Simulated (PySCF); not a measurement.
**Re²⁺: excitation energy**

Re²⁺ [Xe] 4f14 5d5 (6S) → Re²⁺ [Xe] 4f14 5d4 6s1 (6D), as a difference of total energies. Calculation: PySCF 2.14, in ANO-RCC-VTZP; the spin-free X2C one-electron Hamiltonian (Gaussian nucleus). The calculations carry no spin-orbit coupling.

| method | excitation energy (eV) |
| --- | --- |
| UHF | 2.679 |
| PBEsol | 2.210 |
| MN15 | 2.432 |
| B3LYP | 2.229 |

The basis was made for the ground configuration and has no added diffuse functions, so the excitation energy can come out too high.
